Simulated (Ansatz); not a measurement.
Program: Ansatz. Geometries: PBE0-D4/def2-TZVP. ΔE: electronic, gas phase. CBS: MP2 limit from def2 TZ/QZ plus the TZ coupled-cluster correction, frozen cores. Functionals use def2-TZVPP. Elements past krypton have def2 core potentials. For Br, Ga, In outer-core shells are correlated without core-valence functions, which leaves a few kJ/mol of doubt a bond. Scalar relativity is left out up to krypton. Each species was taken in one conformer, which may not be the lowest.

`[OH][GaH][Br]` + `C[NH][InH2]` → `[OH][GaH][NH][InH2]` + `CBr`  (formal exchange of groups at a Ga–Br bond)

`[OH][GaH][Br]`:

```xyz
5

O    -1.244   -0.414    0.447
Ga    0.208   -0.033   -0.495
Br    1.904    0.966    0.677
H    -1.180   -0.162    1.372
H     0.311   -0.356   -2.000
```

`C[NH][InH2]`:

```xyz
9

C     0.728    1.010    0.487
N    -0.462    0.379   -0.028
In   -0.695   -1.529   -0.620
H     1.549    0.290    0.524
H     0.595    1.395    1.507
H     1.066    1.848   -0.137
H    -1.246    1.010   -0.079
H    -2.262   -1.929   -1.179
H     0.726   -2.475   -0.474
```

`[OH][GaH][NH][InH2]`:

Cartesian coordinates in Å:
```
O 2.303 -1.407 0.609
Ga 0.886 -0.332 0.841
N -0.135 -0.125 -0.649
In -1.826 0.963 -0.924
H 2.841 -1.516 1.395
H 0.590 0.345 2.211
H 0.201 -0.637 -1.455
H -2.506 0.899 -2.496
H -2.353 1.810 0.468
```

`CBr`:

Cartesian coordinates in Å:
```
C -0.128 -0.125 -0.049
Br 1.202 1.182 0.461
H 0.349 -0.851 -0.701
H -0.928 0.395 -0.567
H -0.495 -0.600 0.856
```

```
          level  ΔE (kcal/mol)
        PBE0-D4           15.2
         B2PLYP           13.1
        r2SCAN0           15.2
    HF/def2-SVP           19.1
  CCSD/def2-SVP           16.6
 MP2/def2-TZVPP           11.0
CCSD/def2-TZVPP           12.5
  HF/def2-QZVPP           16.3
```

(1) What does CCSD(T)/CBS give? (Best estimate.)

Largest T1 diagnostic among the species: 0.016.

## Answers

(1) The calculation gave: +11.8 kcal/mol. The listed levels differ from it by 3.4, 1.3, 3.4, 7.3, 4.8, -0.8, 0.7, 4.5 kcal/mol.

At CCSD(T), def2-SVP lies +4.4 kcal/mol from the extrapolated value and def2-TZVPP +0.1 kcal/mol. From BLYP to BHLYP (50 % exact exchange), in def2-TZVPP and without D4, ΔE moves by +1.6 kcal/mol. In def2-TZVPP, CCSD(T) changes the Hartree–Fock value by −4.7 kcal/mol (the triples alone add −0.6 kcal/mol) and MP2 by −5.5 kcal/mol.
